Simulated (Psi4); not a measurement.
C4H5, doublet (typed; the unrestricted solution is spin-contaminated), geometry from GFN2-xTB. Base run: HF/def2-SV(P) run with Psi4 1.11.

Here is a job for Psi4.
```
memory 2 GB

molecule {
0 2
C    -0.02205061   -0.68473402    0.84115130
C    -0.00826608    0.63490979    0.88350398
C     0.00201276   -0.84177276   -0.65304234
C     0.01874293    0.70825289   -0.63453241
H    -0.01290424    1.39550575    1.63691836
H    -0.88690102   -1.29361008   -1.08611356
H     0.89519009   -1.31321238   -1.05535354
H     0.92842902    1.14581919   -1.04347686
H    -0.86644785    1.16556213   -1.07445758
}

set {
  basis def2-sv(p)
  reference uhf
  stability_analysis check
  scf_type pk
}

energy('scf')
print_variables()
```

The bond that is stretched is that between atoms 7 and 3. A test that says stable can miss a lower solution.

Each row names what was changed in the base input (with any setting that the change needs).

| change | ΔE vs base (kcal/mol) | <S^2> |
|---|---|---|
| base | 0.000 | 0.948 |
| stability_analysis = follow; reference = uhf | 0.000 | 0.948 |
| bond × 1.25 | 18.65 | 0.951 |
| stability_analysis = follow; reference = uhf; bond × 1.25 | 18.65 | 0.951 |
| bond × 1.5 | 50.01 | 1.064 |
| stability_analysis = follow; reference = uhf; bond × 1.5 | 50.01 | 1.064 |
| bond × 1.8 | 87.0 | 0.934 |
| stability_analysis = follow; reference = uhf; bond × 1.8 | 72.0 | 1.628 |
| bond × 2.2 | 125.3 | 0.931 |
| stability_analysis = follow; reference = uhf; bond × 2.2 | 80.3 | 1.901 |
| bond × 3.0 | 174.4 | 0.919 |
| stability_analysis = follow; reference = uhf; bond × 3.0 | 88.8 | 1.782 |

Psi4 reported an instability in these rows: bond × 1.8; stability_analysis = follow; reference = uhf; bond × 1.8; bond × 2.2; stability_analysis = follow; reference = uhf; bond × 2.2; bond × 3.0; stability_analysis = follow; reference = uhf; bond × 3.0 (restricted rows aren't judged here).

On stretching, the SCF can end on different states; <S^2> shows the spin contamination of each.
